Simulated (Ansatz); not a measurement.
`[OH][Ge]([OH])([SH])[SH]`. Charge 0, multiplicity 1. Correlated methods include outer-core shells of Ge, which these sets cover unevenly. Scalar relativity is left out up to krypton.

```tsv
atom	x (Å)	y (Å)	z (Å)
O1	0.305	-0.825	1.609
Ge2	0.022	0.050	0.100
O3	0.123	1.799	0.329
S4	-1.997	-0.653	-0.422
S5	1.593	-0.267	-1.409
H6	1.207	-0.715	1.924
H7	-0.577	2.128	0.900
H8	-2.010	0.067	-1.557
H9	1.334	-1.585	-1.475
```

(1) Give the diagnostics of a CCSD(T)/def2-TZVPP run (frozen core, Ansatz 0.2.0). (Estimate.)

## Answers

(1) The calculation gave: T1 = 0.0118, largest single amplitude 0.018, largest double 0.027, (T) share of the correlation energy 4.0 %, 9 CCSD cycles. The RHF solution is stable towards an unrestricted one. T1 lies under the customary mark of 0.02 for closed shells.
